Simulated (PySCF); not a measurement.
## How methods differ on the ionisation energy of Xe³⁹⁺

Xe³⁹⁺ [Ne] 3s2 3p3 (4S) → Xe⁴⁰⁺ [Ne] 3s2 3p2 (3P), as a difference of total energies. Calculation: PySCF 2.14, in an even-tempered Gaussian basis (18 s from 7.3 bohr⁻², ratio 2.5; 12 p from 9.5 bohr⁻², ratio 2.5; 4 d from 38 bohr⁻², ratio 2.7; 4 f from 58 bohr⁻², ratio 2.7); the spin-free X2C one-electron Hamiltonian (Gaussian nucleus). Correlated levels: outer shells: 1s2 frozen; virtual orbitals above 40 to 60 times the deepest correlated orbital energy dropped. The calculations carry no spin-orbit coupling.

| method | ionisation energy (eV) |
| --- | --- |
| UHF | 2848.3 |
| LDA | 2848.6 |
| PBE | 2849.1 |
| PBE0 | 2849.3 |
| r2SCAN | 2850.1 |
| M06-2X | 2849.6 |
| B2PLYP | 2849.2 |
| MP2 (outer shells) | 2848.8 |
| SCS-MP2 (outer shells) | 2848.5 |

Spin-orbit coupling is strong in these open shells (close to jj coupling). The scalar numbers leave it out and a first-order estimate fails, so it can dominate the gap to the real levels.

Breit and QED terms and the two-electron picture change are absent.

For comparison: 2811 ± 4 eV (theoretical estimate listed by NIST; NIST Atomic Spectra Database, ionization energies).
